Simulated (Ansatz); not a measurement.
Nudged elastic band run: CH4BClOS

input.yaml

```yaml
crystal:
  periodic: [false, false, false]
  atoms:
    - { symbol: O, position_ang: [1.283396, -0.176352, -1.279891] }
    - { symbol: C, position_ang: [0.596804, 0.081943, -0.116981] }
    - { symbol: Cl, position_ang: [1.235058, -1.001217, 1.376793] }
    - { symbol: B, position_ang: [-0.878657, -0.491519, -0.122912] }
    - { symbol: S, position_ang: [-2.295581, 0.309356, 0.633917] }
    - { symbol: H, position_ang: [2.171149, 0.234807, -1.231931] }
    - { symbol: H, position_ang: [0.760897, 1.103129, 0.283832] }
    - { symbol: H, position_ang: [-1.107089, -1.529503, -0.69432] }
    - { symbol: H, position_ang: [-1.677376, 1.422957, 1.134293] }
magnetization:
  spin_polarized: true
basis:
  gaussian: { orbitals: def2-SVP }
hamiltonian:
  xc: blyp
neb:
  order_check: false
  images: 5
  f_tol: 0.03
  max_iterations: 60
  final_atoms:
    - { symbol: O, position_ang: [1.57997543, -0.48309551, -0.75737103] }
    - { symbol: C, position_ang: [0.48684938, 0.07049981, 0.36625574] }
    - { symbol: Cl, position_ang: [1.35416079, 0.27956753, 1.84424551] }
    - { symbol: B, position_ang: [-0.86729453, -0.01761684, -0.16328947] }
    - { symbol: S, position_ang: [-2.45464589, 0.35861808, 0.69966516] }
    - { symbol: H, position_ang: [1.9775721, 0.31150085, -1.18346644] }
    - { symbol: H, position_ang: [0.92632093, -0.84015327, -1.41245843] }
    - { symbol: H, position_ang: [-0.98933332, -0.35770447, -1.33829456] }
    - { symbol: H, position_ang: [-1.9250039, 0.63198482, 1.92751352] }
  initial_path:
    images:
      - { positions_ang: [[1.283396, -0.176352, -1.279891], [0.596804, 0.081943, -0.116981], [1.235058, -1.001217, 1.376793], [-0.878657, -0.491519, -0.122912], [-2.295581, 0.309356, 0.633917], [2.171149, 0.234807, -1.231931], [0.760897, 1.103129, 0.283832], [-1.107089, -1.529503, -0.69432], [-1.677376, 1.422957, 1.134293]] }
      - { positions_ang: [[1.3247083, -0.16809294, -1.21929236], [0.63435992, 0.07160291, -0.03693802], [1.27841416, -1.02491483, 1.35268957], [-0.83817317, -0.41304782, -0.10095121], [-2.23814278, 0.55298733, 0.5304439], [2.20911648, 0.24281904, -1.14743358], [0.690341, 0.99087259, -0.11539622], [-1.11668807, -1.45640769, -0.61130114], [-1.85533485, 1.15778241, 1.33097905]] }
      - { positions_ang: [[1.3660206, -0.15983389, -1.15869372], [0.67191584, 0.06126282, 0.04310496], [1.32177033, -1.04861266, 1.32858615], [-0.79768934, -0.33457664, -0.07899042], [-2.18070456, 0.79661867, 0.4269708], [2.24708396, 0.25083109, -1.06293615], [0.619785, 0.87861617, -0.51462443], [-1.12628714, -1.38331237, -0.52828228], [-2.0332937, 0.89260782, 1.5276651]] }
      - { positions_ang: [[1.40733291, -0.15157483, -1.09809508], [0.70947176, 0.05092274, 0.12314794], [1.36512649, -1.0723105, 1.30448272], [-0.75720551, -0.25610546, -0.05702962], [-2.12326634, 1.04025, 0.3234977], [2.28505145, 0.25884313, -0.97843873], [0.549229, 0.76635976, -0.91385265], [-1.13588621, -1.31021706, -0.44526342], [-2.21125254, 0.62743322, 1.72435115]] }
      - { positions_ang: [[1.46488042, -0.26208172, -0.9845204], [0.6352643, 0.05744843, 0.20418387], [1.36147126, -0.62168449, 1.48440365], [-0.79390185, -0.17660925, -0.09244957], [-2.23372619, 0.81303936, 0.44888685], [2.18255833, 0.27639571, -1.0467813], [0.67492631, 0.23085541, -1.08005458], [-1.08703525, -0.99271287, -0.74294047], [-2.11583633, 0.62895042, 1.79207194]] }
      - { positions_ang: [[1.52242793, -0.37258862, -0.87094572], [0.56105684, 0.06397412, 0.28521981], [1.35781603, -0.17105848, 1.66432458], [-0.83059819, -0.09711305, -0.12786952], [-2.34418604, 0.58582872, 0.57427601], [2.08006522, 0.29394828, -1.11512387], [0.80062362, -0.30464893, -1.2462565], [-1.03818428, -0.67520867, -1.04061751], [-2.02042011, 0.63046762, 1.85979273]] }
      - { positions_ang: [[1.57997543, -0.48309551, -0.75737103], [0.48684938, 0.07049981, 0.36625574], [1.35416079, 0.27956753, 1.84424551], [-0.86729453, -0.01761684, -0.16328947], [-2.45464589, 0.35861808, 0.69966516], [1.9775721, 0.31150085, -1.18346644], [0.92632093, -0.84015327, -1.41245843], [-0.98933332, -0.35770447, -1.33829456], [-1.9250039, 0.63198482, 1.92751352]] }
```

Run as:

```bash
$ ansatz run input.yaml --threads 2 --pin off --max-ram 3072MiB --backend cpu --events-out ev --progress --plain --runs-dir out
```

Output, in part (warnings, iteration lines, the closing report on the highest movable image, with atoms numbered from 0):

```
NEB end point (image 0): max|allowed force component| = 9.418e-3 eV/Å (the criterion of neb.relax_end_points is 1.000e-2)
NEB end point (image 6): max|allowed force component| = 8.687e-3 eV/Å (the criterion of neb.relax_end_points is 1.000e-2)
NEB iter   1: max|band force component| = 1.364e1 eV/Å  barrier→ = 6.4206 eV  barrier← = 3.7576 eV  Δτ_max = 0.1990 Å  (330 SCF iters)
NEB iter   2: max|band force component| = 4.623e0 eV/Å  barrier→ = 4.7638 eV  barrier← = 2.1008 eV  Δτ_max = 0.2000 Å  (189 SCF iters)
NEB iter   3: max|band force component| = 2.174e0 eV/Å  barrier→ = 3.7106 eV  barrier← = 1.0476 eV  Δτ_max = 0.1974 Å  (182 SCF iters)
NEB iter   4: max|band force component| = 2.545e0 eV/Å  barrier→ = 3.3462 eV  barrier← = 0.6832 eV  Δτ_max = 0.1987 Å  (175 SCF iters)
NEB iter   5: max|band force component| = 1.922e0 eV/Å  barrier→ = 3.1317 eV  barrier← = 0.4687 eV  Δτ_max = 0.1895 Å  (171 SCF iters)
NEB iter   6: max|band force component| = 2.001e0 eV/Å  barrier→ = 3.0150 eV  barrier← = 0.3520 eV  Δτ_max = 0.2000 Å  (177 SCF iters)
NEB iter   7: max|band force component| = 1.454e0 eV/Å  barrier→ = 2.9365 eV  barrier← = 0.2735 eV  Δτ_max = 0.1586 Å  (168 SCF iters)
NEB iter   8: max|band force component| = 8.354e-1 eV/Å  barrier→ = 2.8972 eV  barrier← = 0.2342 eV  Δτ_max = 0.1984 Å  (161 SCF iters)
NEB iter   9: max|band force component| = 4.342e-1 eV/Å  barrier→ = 2.8738 eV  barrier← = 0.2108 eV  CI = image 4  Δτ_max = 0.1240 Å  (170 SCF iters)
NEB iter  10: max|band force component| = 4.725e-1 eV/Å  barrier→ = 2.8536 eV  barrier← = 0.1906 eV  CI = image 4  Δτ_max = 0.0628 Å  (166 SCF iters)
NEB iter  11: max|band force component| = 1.531e-1 eV/Å  barrier→ = 2.8487 eV  barrier← = 0.1857 eV  CI = image 4  Δτ_max = 0.1258 Å  (169 SCF iters)
NEB iter  12: max|band force component| = 2.070e-1 eV/Å  barrier→ = 2.8476 eV  barrier← = 0.1846 eV  CI = image 4  Δτ_max = 0.0633 Å  (169 SCF iters)
NEB iter  13: max|band force component| = 1.598e-1 eV/Å  barrier→ = 2.8484 eV  barrier← = 0.1854 eV  CI = image 4  Δτ_max = 0.0634 Å  (181 SCF iters)
NEB iter  14: max|band force component| = 1.513e-1 eV/Å  barrier→ = 2.8503 eV  barrier← = 0.1873 eV  CI = image 4  Δτ_max = 0.0631 Å  (184 SCF iters)
NEB iter  15: max|band force component| = 1.335e-1 eV/Å  barrier→ = 2.8537 eV  barrier← = 0.1907 eV  CI = image 4  Δτ_max = 0.0632 Å  (172 SCF iters)
NEB iter  16: max|band force component| = 2.441e-1 eV/Å  barrier→ = 2.8588 eV  barrier← = 0.1959 eV  CI = image 4  Δτ_max = 0.0314 Å  (176 SCF iters)
NEB iter  17: max|band force component| = 1.854e-1 eV/Å  barrier→ = 2.8616 eV  barrier← = 0.1986 eV  CI = image 4  Δτ_max = 0.0630 Å  (176 SCF iters)
NEB iter  18: max|band force component| = 2.633e-1 eV/Å  barrier→ = 2.8692 eV  barrier← = 0.2063 eV  CI = image 4  Δτ_max = 0.0629 Å  (175 SCF iters)
NEB iter  19: max|band force component| = 3.088e-1 eV/Å  barrier→ = 2.8797 eV  barrier← = 0.2167 eV  CI = image 4  Δτ_max = 0.1259 Å  (178 SCF iters)
NEB iter  20: max|band force component| = 5.338e-1 eV/Å  barrier→ = 2.9096 eV  barrier← = 0.2467 eV  CI = image 4  Δτ_max = 0.1264 Å  (177 SCF iters)
NEB iter  21: max|band force component| = 8.275e-1 eV/Å  barrier→ = 2.9424 eV  barrier← = 0.2794 eV  CI = image 4  Δτ_max = 0.0632 Å  (182 SCF iters)
NEB iter  22: max|band force component| = 8.845e-1 eV/Å  barrier→ = 2.9562 eV  barrier← = 0.2932 eV  CI = image 4  Δτ_max = 0.1256 Å  (173 SCF iters)
NEB iter  23: max|band force component| = 1.131e0 eV/Å  barrier→ = 2.9928 eV  barrier← = 0.3298 eV  CI = image 4  Δτ_max = 0.1916 Å  (176 SCF iters)
NEB iter  24: max|band force component| = 1.107e0 eV/Å  barrier→ = 3.0671 eV  barrier← = 0.4041 eV  CI = image 4  Δτ_max = 0.1996 Å  (190 SCF iters)
NEB iter  25: max|band force component| = 8.605e-1 eV/Å  barrier→ = 3.1046 eV  barrier← = 0.4416 eV  CI = image 4  Δτ_max = 0.2000 Å  (183 SCF iters)
NEB iter  26: max|band force component| = 7.112e-1 eV/Å  barrier→ = 3.1412 eV  barrier← = 0.4782 eV  CI = image 4  Δτ_max = 0.1998 Å  (196 SCF iters)
NEB iter  27: max|band force component| = 7.612e-1 eV/Å  barrier→ = 3.1575 eV  barrier← = 0.4945 eV  CI = image 4  Δτ_max = 0.1197 Å  (183 SCF iters)
NEB iter  28: max|band force component| = 8.306e-1 eV/Å  barrier→ = 3.0945 eV  barrier← = 0.4316 eV  CI = image 4  Δτ_max = 0.0604 Å  (170 SCF iters)
NEB iter  29: max|band force component| = 4.470e-1 eV/Å  barrier→ = 3.0801 eV  barrier← = 0.4171 eV  CI = image 4  Δτ_max = 0.1198 Å  (164 SCF iters)
NEB iter  30: max|band force component| = 5.097e-1 eV/Å  barrier→ = 3.0677 eV  barrier← = 0.4047 eV  CI = image 4  Δτ_max = 0.0601 Å  (166 SCF iters)
NEB iter  31: max|band force component| = 4.340e-1 eV/Å  barrier→ = 3.0506 eV  barrier← = 0.3876 eV  CI = image 4  Δτ_max = 0.1211 Å  (162 SCF iters)
NEB iter  32: max|band force component| = 3.886e-1 eV/Å  barrier→ = 3.0297 eV  barrier← = 0.3668 eV  CI = image 4  Δτ_max = 0.1199 Å  (163 SCF iters)
NEB iter  33: max|band force component| = 4.498e-1 eV/Å  barrier→ = 3.0016 eV  barrier← = 0.3386 eV  CI = image 4  Δτ_max = 0.1200 Å  (161 SCF iters)
NEB iter  34: max|band force component| = 4.966e-1 eV/Å  barrier→ = 2.9823 eV  barrier← = 0.3194 eV  CI = image 4  Δτ_max = 0.1992 Å  (160 SCF iters)
NEB iter  35: max|band force component| = 4.825e-1 eV/Å  barrier→ = 2.9550 eV  barrier← = 0.2921 eV  CI = image 4  Δτ_max = 0.1994 Å  (172 SCF iters)
NEB iter  36: max|band force component| = 5.614e-1 eV/Å  barrier→ = 2.9456 eV  barrier← = 0.2826 eV  CI = image 4  Δτ_max = 0.0559 Å  (168 SCF iters)
NEB iter  37: max|band force component| = 2.549e-1 eV/Å  barrier→ = 2.9599 eV  barrier← = 0.2969 eV  CI = image 4  Δτ_max = 0.0992 Å  (166 SCF iters)
NEB iter  38: max|band force component| = 1.915e-1 eV/Å  barrier→ = 2.9557 eV  barrier← = 0.2927 eV  CI = image 4  Δτ_max = 0.0327 Å  (163 SCF iters)
NEB iter  39: max|band force component| = 9.247e-2 eV/Å  barrier→ = 2.9553 eV  barrier← = 0.2923 eV  CI = image 4  Δτ_max = 0.0287 Å  (158 SCF iters)
NEB iter  40: max|band force component| = 2.523e-1 eV/Å  barrier→ = 2.9542 eV  barrier← = 0.2912 eV  CI = image 4  Δτ_max = 0.0103 Å  (160 SCF iters)
NEB iter  41: max|band force component| = 5.213e-2 eV/Å  barrier→ = 2.9535 eV  barrier← = 0.2905 eV  CI = image 4  Δτ_max = 0.0144 Å  (146 SCF iters)
NEB iter  42: max|band force component| = 4.103e-2 eV/Å  barrier→ = 2.9530 eV  barrier← = 0.2900 eV  CI = image 4  Δτ_max = 0.0166 Å  (148 SCF iters)
NEB iter  43: max|band force component| = 2.065e-2 eV/Å  barrier→ = 2.9529 eV  barrier← = 0.2899 eV  CI = image 4  Δτ_max = 0.0000 Å  (331 SCF iters)
Total energy: -27169.24685071 eV, -998.4514057866 hartree
Atom 0 at     1.563792    -0.421472    -1.354975 Å, force    -0.010235     0.012854    -0.008893 eV/Å
Atom 1 at     0.357376     0.311827     0.128649 Å, force    -0.015504     0.004920     0.002212 eV/Å
Atom 2 at     1.182838     0.077867     1.642011 Å, force     0.000944     0.001429     0.000988 eV/Å
Atom 3 at    -1.033403    -0.209994    -0.186455 Å, force     0.002719     0.005872     0.006835 eV/Å
Atom 4 at    -2.459696     0.184443     0.859125 Å, force    -0.003105    -0.002121    -0.000240 eV/Å
Atom 5 at     2.397730    -0.521199    -0.843058 Å, force     0.003682     0.005169     0.007905 eV/Å
Atom 6 at     1.165811     0.566938    -0.956437 Å, force     0.016913    -0.027390    -0.008077 eV/Å
Atom 7 at    -1.291925    -0.737266    -1.241611 Å, force     0.002470     0.002520    -0.000859 eV/Å
Atom 8 at    -1.793923     0.702457     1.935551 Å, force     0.002115    -0.003253     0.000128 eV/Å
Dipole moment:     0.323918     0.060744     0.303364 e Å
```

The forces met the threshold. Neighbouring images differ by up to 2.3 eV, so the band resolves the path poorly. A vibrational analysis at the climbing image gives one clearly imaginary mode, 915i cm⁻¹: a first-order saddle point. The orbitals stay closed-shell, which can raise the energy where a bond breaks towards radicals; this wasn't checked here.

Final band (atoms are numbered from 1 in the order of the input):

```csv
image,path coordinate (Å),energy (eV),C2–H7 (Å),O1–H7 (Å)
0,0.00,0.00,1.11,2.09
1,0.85,0.04,1.11,2.09
2,1.70,0.08,1.11,2.09
3,2.55,0.65,1.09,1.83
4,3.41,2.95,1.38,1.14
5,4.61,2.76,2.11,0.98
6,5.81,2.66,2.05,0.99
```

Time of the run: 8.6 min on 2 threads of Arm Neoverse V2, on a shared host, peak memory 0.23 GiB.
